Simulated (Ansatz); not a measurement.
Compare A (`C=CC[SiH3]`) with its isomer B (`[SiH3]C1CC1`).

Calculated with Ansatz (gas phase, PBE0-D4/def2-TZVP geometries, no zero-point term in ΔE). CBS: MP2 limit from def2 TZ/QZ plus the TZ coupled-cluster correction, frozen cores. DFT in def2-TZVPP. B3LYP here is the variant with VWN-RPA as its local correlation; programs differ in this. Each species was taken in one conformer, which may not be the lowest.

Which is lower in electronic energy at CCSD(T)/CBS, and by how much? (Estimate.)

The calculation gave: A, by 25.0 kJ/mol.

Give E(B) − E(A) in kJ/mol with r2SCAN-D4, ωB97M-V, LDA (SPW92), BLYP-D4, CCSD(T)/def2-SVP, B3LYP, CCSD/def2-TZVPP. (An estimate is asked.)

Ansatz gave: r2SCAN-D4 17.6, ωB97M-V 18.3, LDA (SPW92) 3.4, BLYP-D4 39.7, CCSD(T)/def2-SVP 19.9, B3LYP 32.1, CCSD/def2-TZVPP 23.1. None reverses the order clearly.

Does the order hold for the free energy at 298.15 K (harmonic terms from PBE0-D4)? (Estimate.)

Ansatz gave: Yes: G(B) − G(A) = +32.0 kJ/mol, for one conformer each.

Largest T1 diagnostic: 0.011.

From PBE to PBE0 (25 % exact exchange), in def2-TZVPP and without D4, E(B) − E(A) moves by −6.8 kJ/mol. In def2-TZVPP, CCSD(T) changes the Hartree–Fock value by −10.0 kJ/mol (the triples alone add +1.0 kJ/mol) and MP2 by −21.0 kJ/mol.
